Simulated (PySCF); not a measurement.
Compound: C3H5FSe.
Cartesian coordinates in Å at the PBE0-D3(BJ)/def2-SVP level; atoms count from 1:
```xyz
10
C3H5FSe angstrom
C     -1.365    0.692   -0.491
C     -0.293    0.512    0.275
F      0.425    1.566    0.685
C      0.251   -0.770    0.781
Se     2.027   -1.201    0.049
H     -1.666    1.696   -0.796
H     -1.950   -0.164   -0.826
H      0.329   -0.753    1.878
H     -0.397   -1.605    0.488
H      2.644    0.029    0.566
```

Lines to be assigned: C 1s: 290.36 (area 1), 291.73 (area 1), 293.16 (area 1) eV; F 1s: 693.11 eV.

Level of theory: delta-SCF UKS SCAN, pcX-2 on the ionised atom, pcseg-1 elsewhere, spin-free X2C (PySCF 2.14.0). One conformer (not necessarily the lowest) at the PBE0-D3(BJ)/def2-SVP geometry, without solvent, vibrations or thermal averaging.

Q: Order the carbon atoms by C 1s binding energy.

A: 290.36 eV: C1 (terminal =CH2 carbon); 291.73 eV: C4 (sp3 carbon bound to selenium); 293.16 eV: C2 (vinylic C–F carbon). Lowest listed C 1s: C1, bonded to C (double bond) and 2 H. Highest, 2.80 eV above it: C2, bonded to F, C (double bond) and C. The widest gap between neighbouring values is 1.43 eV, between 291.73 and 293.16 eV.

Bonded neighbours of each site: C1: C (double bond) and 2 H; C2: F, C (double bond) and C; F3: C; C4: C, Se and 2 H.

Q: Which effective nuclear charge Zeff reproduces each element's mean 1s value in the hydrogen-like formula E = 13.606 eV × Zeff²?

A: C (Z = 6): mean 291.8 eV, Zeff = 4.63, Z − Zeff = 1.37; F (Z = 9): mean 693.1 eV, Zeff = 7.14, Z − Zeff = 1.86. Means run over the listed sites, weighted by atom count.

The unrestricted hole states depart most from a pure doublet (⟨S²⟩ = 0.75; over 0.85 named) for C 1s of C2 (0.86), which makes this value less certain. No level of selenium is listed.
